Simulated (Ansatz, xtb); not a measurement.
**Ligand exchange: CH2BrCl + LiCl → CH2Cl2 + LiBr**

Species: CH2BrCl (bromochloromethane) `ClCBr`, singlet; LiCl, singlet; CH2Cl2 `ClCCl`, singlet; LiBr, singlet. The partners trade Br for Cl: C–Br and Li–Cl bonds give way to C–Cl and Li–Br.

Shapes, held fixed at every level: PBE0-D4/def2-TZVP. Programs: Ansatz 0.2.0, xtb 6.7.1. The zero-point and thermal change to 298 K, harmonic and unscaled (PBE0-D4/def2-TZVP), is +0.8 kJ/mol.

Task: Estimate ΔH(298 K) of this reaction.

Result: The highest level, CCSD(T)/def2-TZVPP, gives ΔH(298 K) = -4.6 kJ/mol; the levels span -8.1 to +8.6. They disagree on the sign: 1 of 8 are positive. The column of differences is taken from that level and isn't an error. No measured value is set beside it here. Relativity is left out for Br. Outer-core shells of Br, Li are correlated in most correlated rows, in sets that cover them unevenly.

```csv
level,kind,ΔH(298 K) (kJ/mol),less CCSD(T)/def2-TZVPP
GFN1-xTB,semi-empirical,+8.6,+13.2
SPW92/def2-TZVPP,LDA,-7.8,-3.2
PBE-D4/def2-TZVPP,GGA,-4.8,-0.2
BHLYP-D4/def2-TZVPP,global hybrid,-8.1,-3.5
wB97X-V/def2-TZVPP,range-separated hybrid,-8.0,-3.4
MP2/def2-TZVPP,perturbation theory,-3.2,+1.4
CCSD/def2-TZVPP,coupled cluster or CI,-5.3,-0.7
CCSD(T)/def2-TZVPP,coupled cluster or CI,-4.6,0.0
```
